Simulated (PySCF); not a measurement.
# How far are cheaper levels from CCSD(T)/CBS for InF⁺?

PySCF; the state is a doublet (σ ↑). The composite is CCSD(T) extrapolated to the basis-set limit from two correlation-consistent sets, with core-valence (CV) and scalar-relativistic (SR) terms as its label shows; it has no spin–orbit coupling and nothing beyond (T). Here it is CCSD(T)/CBS(DT). It gives Re = 1.892 Å, ωe = 625 cm⁻¹ and De = 1.11 eV to In⁺ + F.

| level | basis | relativity | Re (Å) | ωe (cm⁻¹) | De (eV) |
| --- | --- | --- | --- | --- | --- |
| PBE | def2-TZVPPD | scalar-relativistic core potentials | 1.945 | 533 | 1.41 |
| PW91 | def2-SVP | scalar-relativistic core potentials | 1.974 | 526 | 1.43 |
| BLYP | def2-TZVPPD | scalar-relativistic core potentials | 1.969 | 499 | 1.20 |
| TPSS | def2-TZVPPD | scalar-relativistic core potentials | 1.934 | 552 | 1.39 |
| r²SCAN | cc-pVDZ-PP/cc-pVDZ | scalar-relativistic core potentials | 1.952 | 560 | 1.29 |
| r²SCAN | def2-SVP | scalar-relativistic core potentials | 1.947 | 561 | 1.29 |
| r²SCAN | def2-TZVPPD | scalar-relativistic core potentials | 1.912 | 586 | 1.40 |
| PBE0 | def2-SVP | scalar-relativistic core potentials | 1.951 | 542 | 1.04 |
| PBE0 | def2-TZVPPD | scalar-relativistic core potentials | 1.912 | 576 | 1.13 |
| M06-2X | def2-TZVPPD | scalar-relativistic core potentials | 1.908 | 611 | 1.09 |

**Question.** Give the difference of each row from the composite.

**Answer.** 

```tsv
level	basis	ΔRe (pm)	Δωe (%)	ΔDe (eV)
PBE	def2-TZVPPD	+5.3	-14.7	+0.30
PW91	def2-SVP	+8.2	-15.8	+0.32
BLYP	def2-TZVPPD	+7.7	-20.2	+0.09
TPSS	def2-TZVPPD	+4.2	-11.7	+0.28
r²SCAN	cc-pVDZ-PP/cc-pVDZ	+6.0	-10.4	+0.18
r²SCAN	def2-SVP	+5.5	-10.2	+0.18
r²SCAN	def2-TZVPPD	+2.0	-6.2	+0.29
PBE0	def2-SVP	+5.9	-13.3	-0.07
PBE0	def2-TZVPPD	+2.0	-7.8	+0.02
M06-2X	def2-TZVPPD	+1.6	-2.2	-0.02
```

**Question.** Which rows come closest in De?

**Answer.** PBE0 in def2-TZVPPD (+0.02 eV); M06-2X in def2-TZVPPD (-0.02 eV), counted from the composite.

Correlated steps freeze 5 core orbitals. Spin–orbit coupling is left out, which matters for elements this heavy, above all for dissociation energies. For an ion De counts to the pair picked by the measured ionisation energies or electron affinities, which need not be the lowest pair at this level. The state was picked by a PBE0 search and need not be the measured ground state.
